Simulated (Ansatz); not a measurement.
Basis-set series for CH$_{5}$AsO (`OC[AsH2]`). Total charge 0; spin multiplicity 1. The geometry is a stationary point of PBE0-D4/def2-TZVP. It is one conformer, not always the lowest.

```
functional       basis  functions  energy (Eh)  HOMO (eV)  LUMO (eV)
   PBE0-D4    def2-SVP         85  -2351.42103      -7.00       0.48
   PBE0-D4  def2-QZVPP        353  -2351.89248      -7.16      -0.15
   ωB97M-V    def2-SVP         85  -2351.63481      -9.18       2.33
   ωB97M-V  def2-QZVPP        353  -2352.10967      -9.34       1.28
```

Question: Give the rows for def2-TZVPP. (Estimate.)

Answer: Ansatz gave: 
| functional | basis | functions | energy (Eh) | HOMO (eV) | LUMO (eV) |
| --- | --- | --- | --- | --- | --- |
| PBE0-D4 | def2-TZVPP | 180 | -2351.83726 | -7.10 | 0.12 |
| ωB97M-V | def2-TZVPP | 180 | -2352.05554 | -9.29 | 1.77 |

Positive LUMOs are unbound and depend on the basis. Scalar relativity is left out up to krypton.
